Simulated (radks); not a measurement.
The numbers below are computed, except where a source is named.
Ionisation of neutral boron, [He] 2s2 2p1, to B+, [He] 2s2, under several functionals. Dirac Kohn-Sham, spin-unpolarised, spherical densities, finite nucleus; open shells are shared between the two j in proportion to 2j + 1; a radial shooting solver on a logarithmic mesh with Libxc functionals.

| functional | E(B) (hartree) | Exc (hartree) | IE (eV) | -e(HOMO) (eV) | <r> HOMO (bohr) | IE error (eV) |
|---|---|---|---|---|---|---|
| SOGGA | -24.44048 | -3.62446 | 8.046 | 3.470 | 2.310 | -0.252 |
| LDA (Slater exchange, VWN5 correlation) | -24.35161 | -3.52506 | 8.322 | 3.714 | 2.289 | +0.024 |
| XLYP | -24.67156 | -3.87177 | 8.217 | 3.577 | 2.316 | -0.081 |
| OLYP | -24.64658 | -3.84829 | 8.043 | 3.454 | 2.357 | -0.255 |

NIST Atomic Spectra Database: 8.298 eV (measured). Closest: LDA (Slater exchange, VWN5 correlation). The Delta-SCF values span 0.28 eV, the total energies 0.32 hartree. The highest occupied level is 2p3/2. Spin polarisation and multiplet splitting are left out, so open shells lie too high by an amount that depends on their filling.

Beside tabulated values, note that spin-unpolarised runs miss the spin-polarisation part of the exchange energy of open shells.
